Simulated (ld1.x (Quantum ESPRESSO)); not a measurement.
# copper, RRKJ: configuration errors across variants

* Element: Cu
* Generator: ld1.x (Quantum ESPRESSO) 7.5
* Type: norm-conserving RRKJ (Kleinman–Bylander form)
* Functional: PBE
* Relativity: scalar-relativistic
* Frozen core: [Ne] 3s2
* Valence charge: 17
* Reference configuration: 3p6 3d10 4s1 4p0
* Partial waves: 3p (bound): rc 1.05 bohr; 3d (bound): rc 0.75 bohr; 4s (bound): rc 2.45 bohr
* Local potential: the s channel
* Core correction: none

All-electron excitation energies from the reference (eV): (1) 3p6 3d10 4s0 4p0 8.148; (2) 3p6 3d9 4s0 4p0 29.480; (3) 3p6 3d8 4s0 4p0 68.500; (4) 3p6 3d9 4s1 4p0 11.578; (5) 3p5 3d10 4s1 4p0 79.535; (6) 3p6 3d10 4s0 4p1 4.137; (7) 3p6 3d9 4s2 4p0 1.970.

Errors AE − PS in meV (a dash: test not solved or not reliable):

| change | (1) | (2) | (3) | (4) | (5) | (6) | (7) | bound ghosts |
| --- | --- | --- | --- | --- | --- | --- | --- | --- |
| base | -13 | -176 | -1080 | -154 | -274 | -434 | -191 | none |
| core correction a·sin(br)/r model core inside 0.30 bohr | -15 | -190 | -1129 | -158 | -279 | -435 | -194 | none |
| core correction a·sin(br)/r model core inside 0.36 bohr | -15 | -190 | -1129 | -158 | -279 | -435 | -194 | none |
| core correction a·sin(br)/r model core inside 0.44 bohr | -15 | -190 | -1130 | -158 | -279 | -435 | -194 | none |
| core correction a·sin(br)/r model core inside 0.58 bohr | -15 | -190 | -1129 | -157 | -279 | -435 | -194 | none |
| core correction a·sin(br)/r model core inside 0.68 bohr | -15 | -190 | -1128 | -157 | -279 | -435 | -194 | none |
| core correction a·sin(br)/r model core inside 0.74 bohr | -15 | -190 | -1128 | -157 | -279 | -435 | -193 | none |
| core correction a·sin(br)/r model core inside 0.82 bohr | -15 | -190 | -1128 | -157 | -279 | -435 | -193 | none |
| core correction a·sin(br)/r model core inside 0.90 bohr | -15 | -190 | -1127 | -157 | -279 | -435 | -193 | none |

**Question.** Give the same row for: core correction a·sin(br)/r model core inside 0.50 bohr.

**Answer.** -15, -190, -1129, -158, -279, -435, -194; bound ghosts: none.
